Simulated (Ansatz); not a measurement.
## Which method gave which barrier?

Saddle point of CH₈GaN, closed shell (CH₅Ga ([CH3][GaH2]) + NH₃ → GaNH₄ ([NH2][GaH2]) + CH₄; bonds formed: C2–H5; dative contacts that become bonds: Ga1–N6; bonds broken: Ga1–C2, H5–N6), PBE0-D4/def2-TZVP structure:

```json
{"atom": "Ga1", "x (Å)": "0.4536", "y (Å)": "-0.9755", "z (Å)": "0.4686"}
{"atom": "C2", "x (Å)": "0.6973", "y (Å)": "0.9224", "z (Å)": "-0.7025"}
{"atom": "H3", "x (Å)": "0.6562", "y (Å)": "-2.1482", "z (Å)": "-0.5456"}
{"atom": "H4", "x (Å)": "1.1966", "y (Å)": "-0.7595", "z (Å)": "1.8273"}
{"atom": "H5", "x (Å)": "-0.5200", "y (Å)": "0.4768", "z (Å)": "-0.1600"}
{"atom": "N6", "x (Å)": "-1.4126", "y (Å)": "-0.2955", "z (Å)": "0.4972"}
{"atom": "H7", "x (Å)": "0.3982", "y (Å)": "1.0032", "z (Å)": "-1.7501"}
{"atom": "H8", "x (Å)": "0.7131", "y (Å)": "1.9144", "z (Å)": "-0.2445"}
{"atom": "H9", "x (Å)": "1.7470", "y (Å)": "0.5930", "z (Å)": "-0.7196"}
{"atom": "H10", "x (Å)": "-1.8045", "y (Å)": "0.0442", "z (Å)": "1.3646"}
{"atom": "H11", "x (Å)": "-2.1252", "y (Å)": "-0.7752", "z (Å)": "-0.0354"}
```

Program: Ansatz 0.2.0. Basis: def2-TZVPP, with def2-QZVPP for the basis limit. Cores are frozen in the correlated methods. Filled d shells of the heavier atoms are correlated. The def2 sets are not built for correlating such inner shells, so the correlated values are less sure here. B3LYP uses VWN-RPA correlation. Extrapolation: Hartree–Fock as exp(−7.88 √X), correlation as X^−2.97. Four methods, as single points on the PBE0-D4 structures, gave these electronic barriers from the start structure: 119.5, 158.9, 176.1, 210.3 kJ/mol.

Question: The methods were, in alphabetical order, B3LYP-D4, BHLYP-D4, HF, SPW92. Which gave which? (Judge from chemistry; the calculation decides.)

Answer: By the calculation: SPW92 119.5; B3LYP-D4 158.9; BHLYP-D4 176.1; HF 210.3 kJ/mol. For comparison, CCSD(T) at an estimated basis limit (MP2 extrapolated from triple and quadruple zeta, plus CCSD(T) − MP2 in triple zeta) gives 163.2 kJ/mol.

No T1 diagnostic of these runs exceeds 0.014.

The step is the kind of exchange with an N–H group that builds nitride films in atomic layer and chemical vapour deposition.

Labels in which every atom is bracketed show which atoms are joined, not bond orders.

For scale, one of the runs: CCSD(T)/def2-TZVPP, 222 basis functions, launched by `ansatz run in.yaml --threads 4 --pin off --events-out ev --progress --plain --max-ram 9574MiB`. Hardware: 4 CPU threads of an AMD EPYC, shared host. Wall time 3 min; peak host memory 3.5 GiB.
